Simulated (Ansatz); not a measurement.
Start from `F[Si](F)([SeH])[SeH]` and change one atom or group to get `F[Si](F)(F)[SeH]`.

Ansatz, PBE0-D4/def2-TZVP geometries, multiplicity 1. Each molecule was computed in one conformer, which needn't be the lowest.

Scalar relativity is left out up to krypton.

| property | `F[Si](F)([SeH])[SeH]` |
| --- | --- |
| ideal-gas entropy at 298 K and 1 bar (rigid rotor, harmonic PBE0-D4/def2-TZVP) / J/(mol·K) | 374 |
| LUMO energy (PBE0/def2-TZVPP) / eV | -0.77 |
| size of the dipole moment (PBE/def2-TZVPP) / D | 1.85 |
| HOMO energy (ωB97M-V/def2-TZVPP) / eV | -9.73 |
| LUMO energy (PBE/def2-TZVPP) / eV | -1.62 |
| LUMO energy (ωB97M-V/def2-TZVPP) / eV | 1.18 |

(1) Give the same properties after the change, and the shifts. (An estimate is asked.)

Answers

(1) Ansatz gave: 
| property | `F[Si](F)(F)[SeH]` | shift |
| --- | --- | --- |
| ideal-gas entropy at 298 K and 1 bar (rigid rotor, harmonic PBE0-D4/def2-TZVP) / J/(mol·K) | 346 | -28 |
| LUMO energy (PBE0/def2-TZVPP) / eV | -0.47 | 0.30 |
| size of the dipole moment (PBE/def2-TZVPP) / D | 1.49 | -0.36 |
| HOMO energy (ωB97M-V/def2-TZVPP) / eV | -10.18 | -0.45 |
| LUMO energy (PBE/def2-TZVPP) / eV | -1.36 | 0.26 |
| LUMO energy (ωB97M-V/def2-TZVPP) / eV | 1.46 | 0.28 |

With PBE0 the HOMO falls by 0.41 eV and the LUMO rises by 0.30 eV, so the gap widens by about 0.71 eV. PBE moves the HOMO by -0.35 eV and ωB97M-V by -0.45 eV. The zero-point energy changes by -14.9 kJ/mol with -3 modes. Dipoles are sizes alone; their direction can turn.

Spin–orbit coupling is left out; it splits and shifts lone-pair levels of the heavy atoms by tenths of an eV.
